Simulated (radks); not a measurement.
Values are calculated unless marked as measured or tabulated.
Species: Rh III. Configuration: [Kr] 4d7. Level of theory: Dirac Kohn-Sham, PBEsol, spin-unpolarised, spherical densities, finite nucleus; open shells are shared between the two j in proportion to 2j + 1; Fermi nuclear charge, rms radius 4.4945 fm (a radial shooting solver on a logarithmic mesh with Libxc functionals).

Normalised radial functions P(r) = r R(r) (large component), r in bohr:

r	3d5/2	4s1/2	4d3/2
0.004249	0.0002	0.1396	0.0001
0.004868	0.0003	0.1539	0.0001
0.005533	0.0004	0.1680	0.0002
0.006339	0.0006	0.1834	0.0002
0.007263	0.0008	0.1988	0.0003
0.008254	0.0012	0.2130	0.0005
0.009457	0.0017	0.2271	0.0007
0.01083	0.0026	0.2394	0.0010
0.01241	0.0038	0.2491	0.0014
0.01411	0.0054	0.2546	0.0020
0.01616	0.0078	0.2554	0.0029
0.01852	0.0113	0.2494	0.0041
0.02105	0.0160	0.2361	0.0058
0.02411	0.0230	0.2122	0.0082
0.02763	0.0329	0.1769	0.0116
0.0314	0.0457	0.1321	0.0160
0.03597	0.0643	0.0718	0.0224
0.04121	0.0897	-0.0007	0.0310
0.04722	0.1241	-0.0834	0.0426
0.05366	0.1666	-0.1668	0.0568
0.06148	0.2253	-0.2551	0.0764
0.07044	0.3005	-0.3347	0.1012
0.08006	0.3887	-0.3918	0.1299
0.09172	0.5026	-0.4224	0.1666
0.1051	0.6379	-0.4105	0.2095
0.1194	0.7833	-0.3527	0.2544
0.1368	0.9528	-0.2382	0.3050
0.1568	1.1302	-0.0740	0.3548
0.1796	1.3041	0.1249	0.3987
0.2041	1.4513	0.3204	0.4285
0.2339	1.5745	0.5038	0.4408
0.2679	1.6476	0.6243	0.4254
0.3045	1.6586	0.6491	0.3795
0.3489	1.6024	0.5604	0.2935
0.3997	1.4779	0.3511	0.1688
0.4543	1.3075	0.0636	0.0202
0.5205	1.0877	-0.2956	-0.1615
0.5963	0.8514	-0.6524	-0.3534
0.6832	0.6234	-0.9466	-0.5379
0.7765	0.4347	-1.1231	-0.6885
0.8896	0.2737	-1.1809	-0.8081
1.019	0.1572	-1.1107	-0.8755
1.158	0.0850	-0.9567	-0.8884
1.327	0.0397	-0.7439	-0.8527
1.52	0.0163	-0.5260	-0.7762
1.728	0.0062	-0.3471	-0.6781
1.98	0.0019	-0.2018	-0.5590
2.268	0.0005	-0.1048	-0.4364
2.599	0.0001	-0.0480	-0.3213
2.953	0.0000	-0.0203	-0.2270
3.384	0.0000	-0.0070	-0.1463
3.877	0.0000	-0.0020	-0.0868
4.406	0.0000	-0.0005	-0.0486
5.048	0.0000	-0.0001	-0.0235

3d5/2: eigenvalue -319.54 eV, 0 radial nodes, <r> = 0.372 bohr, 90 % of the charge inside 0.591 bohr. 4s1/2: eigenvalue -103.31 eV, 3 radial nodes at r = 0.0412, 0.165, 0.466 bohr, <r> = 0.978 bohr, 90 % of the charge inside 1.42 bohr. 4d3/2: eigenvalue -26.002 eV, 1 radial node at r = 0.462 bohr, <r> = 1.43 bohr, 90 % of the charge inside 2.26 bohr.
